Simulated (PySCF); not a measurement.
Energy landscape of H3Al, singlet: umbrella (inversion) coordinate, bond length relaxed. Scanned: angle between the Al-H bonds and the threefold axis (90 = planar). Other coordinates (Al-H bond length) were minimised at PBE0/def2-TZVP.

The free coordinates were minimised at PBE0/def2-TZVP in PySCF; the energy column is PySCF with CCSD(T) on RHF/cc-pVTZ, 5 core orbitals frozen, in kJ/mol.

| a / ° | Al-H bond length / Å | E |
|---|---|---|
| 90 | 1.586 | 0.0 |
| 93 | 1.586 | 1.7 |
| 96 | 1.587 | 6.8 |
| 99 | 1.588 | 15.4 |
| 102 | 1.589 | 27.5 |
| 105 | 1.591 | 43.0 |
| 108 | 1.594 | 62.1 |
| 111 | 1.596 | 84.8 |
| 114 | 1.600 | 111.1 |
| 117 | 1.604 | 141.3 |
| 120 | 1.608 | 175.5 |
| 123 | 1.614 | 213.7 |
| 126 | 1.619 | 256.2 |
| 129 | 1.625 | 303.1 |
| 132 | 1.632 | 354.5 |
